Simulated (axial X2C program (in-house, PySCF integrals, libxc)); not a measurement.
# Which molecule gave these maps?

PBE0 fields computed with an in-house all-electron X2C program for linear molecules (integrals from PySCF), two-component, near the equilibrium distance, one atom at z = 0.

The maps cover the half plane through the axis: z from -2.4 to 4.2 Å along the bond, ρ from 0.15 to 2.25 Å away from it.

log10 of the density in e/bohr³:

```
 ρ\z  -2.4  -1.8  -1.2  -0.6   0.0   0.6   1.2   1.8   2.4   3.0   3.6   4.2
0.15  -4.3  -3.3  -2.0  -0.4   1.4  -0.3  -0.9   0.4  -0.9  -1.6  -2.5  -3.5
0.45  -4.3  -3.3  -2.2  -0.8   0.3  -0.7  -1.1  -1.1  -1.1  -1.7  -2.6  -3.6
0.75  -4.4  -3.5  -2.4  -1.4  -0.7  -1.2  -1.4  -1.4  -1.5  -2.0  -2.8  -3.7
1.05  -4.6  -3.7  -2.7  -1.9  -1.5  -1.6  -1.7  -1.7  -1.9  -2.3  -3.1  -3.9
1.35  -4.8  -3.9  -3.1  -2.4  -2.0  -2.1  -2.2  -2.2  -2.3  -2.7  -3.4  -4.1
1.65  -5.0  -4.2  -3.4  -2.8  -2.5  -2.5  -2.6  -2.7  -2.8  -3.2  -3.7  -4.4
1.95  -5.3  -4.5  -3.8  -3.3  -3.0  -3.0  -3.1  -3.2  -3.3  -3.6  -4.1  -4.8
2.25  -5.6  -4.9  -4.2  -3.7  -3.5  -3.5  -3.6  -3.7  -3.9  -4.1  -4.6  -5.1
```

Electron localisation function (collinear form, no current term, damped to 0 at low density):

```
 ρ\z  -2.4  -1.8  -1.2  -0.6   0.0   0.6   1.2   1.8   2.4   3.0   3.6   4.2
0.15  0.00  0.00  0.04  0.47  0.41  0.40  0.89  0.99  0.69  1.00  1.00  0.25
0.45  0.00  0.00  0.03  0.26  0.73  0.24  0.89  0.03  0.96  1.00  0.99  0.16
0.75  0.00  0.00  0.03  0.12  0.31  0.20  0.83  0.60  0.98  1.00  0.97  0.06
1.05  0.00  0.00  0.02  0.08  0.16  0.24  0.71  0.60  0.93  0.98  0.85  0.01
1.35  0.00  0.00  0.02  0.06  0.13  0.23  0.49  0.38  0.74  0.90  0.35  0.00
1.65  0.00  0.00  0.01  0.05  0.10  0.18  0.24  0.15  0.34  0.46  0.04  0.00
1.95  0.00  0.00  0.00  0.03  0.06  0.09  0.07  0.04  0.06  0.04  0.00  0.00
2.25  0.00  0.00  0.00  0.01  0.02  0.03  0.01  0.01  0.00  0.00  0.00  0.00
```

Axial spin density in 10⁻³ e/bohr³:

```
 ρ\z  -2.4  -1.8  -1.2  -0.6    0.0   0.6   1.2   1.8   2.4   3.0  3.6  4.2
0.15   0.0   0.1  -0.2  -8.1  -30.2  -1.9  19.7  36.9  91.3  21.5  2.6  0.3
0.45   0.0   0.1   0.2  -1.3   -5.7   5.2   9.9  -1.5  49.5  14.9  2.1  0.2
0.75   0.0   0.1   0.4   2.2    6.3   6.5   3.3  -0.3  18.6   7.7  1.3  0.2
1.05   0.0   0.1   0.4   2.0    4.5   4.0   1.0  -0.1   5.8   3.2  0.7  0.1
1.35   0.0   0.1   0.3   1.1    2.2   1.8   0.3  -0.1   1.6   1.2  0.3  0.1
1.65   0.0   0.0   0.1   0.5    0.9   0.7   0.1  -0.1   0.4   0.4  0.1  0.0
1.95   0.0   0.0   0.1   0.2    0.3   0.3   0.1   0.0   0.1   0.1  0.1  0.0
2.25   0.0   0.0   0.0   0.1    0.1   0.1   0.0   0.0   0.0   0.0  0.0  0.0
```

Task: Which molecule is it?
A. NaZr⁺
B. MgC⁻
C. CuB⁺
D. YO⁻

Result: C. CuB⁺, with Cu at z = 0 and B at z = 1.901 Å, state Ω = 1/2 (⟨Sz⟩ = 0.50, ⟨Lz⟩ = 0.00 at PBE0), basis Cu dyall-cv3z [9s9p6d3f2g], B dyall-v3z [7s6p2d1f] (cores contracted in-house). The state is one determinant whose occupation by symmetry is held fixed; it was picked as the lowest of a PBE0 search that is not exhaustive. Density functionals use the spin component along the axis (collinear).
